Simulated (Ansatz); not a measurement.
A series at Si: from `O[SiH2][SiH](O)O`, ligands are replaced one by one, each step taking up HCl and setting free H₂O; n counts the steps. Ansatz, PBE0-D4/def2-TZVP geometries. Each molecule was computed in one conformer, which needn't be the lowest.

CBS adds triple-zeta CCSD(T) − MP2 to the MP2 limit, frozen cores; atoms without spin–orbit coupling. 

```tsv
n	molecule	atomization energy, CCSD(T)/CBS (kJ/mol)
0	`O[SiH2][SiH](O)O`	4001.9
1	`O[SiH](O)[SiH2]Cl`	3489.8
2	`O[SiH](Cl)[SiH2]Cl`	2963.6
3	`Cl[SiH2][SiH](Cl)Cl`	?
```

Task: By hand: fit a straight line y = ȳ + b (n − n̄) to the 3 given rows and predict n = 3.

Result: n̄ = 1.000, ȳ = 3485.10; Σ(n − n̄)(y − ȳ) = -1038.30, Σ(n − n̄)² = 2.000, so b = -519.15 kJ/mol a step. Prediction: 3485.10 + (-519.15) × (2.000) = 2446.8 kJ/mol.

Task: By hand: compare with the computed value, 2434.6 kJ/mol, and give the steps along the whole series.

Result: The line misses by -12.2 kJ/mol (computed minus predicted). Steps: -512.1, -526.2, -529.0 kJ/mol.

The steps differ by up to 16.9 kJ/mol, small against a whole step but well beyond the method's doubt, so the ligands' effects don't simply add. The miss is 0.8 % of the series' range. The energies themselves are unsure by some kJ/mol a bond, though much of that is common to the series.
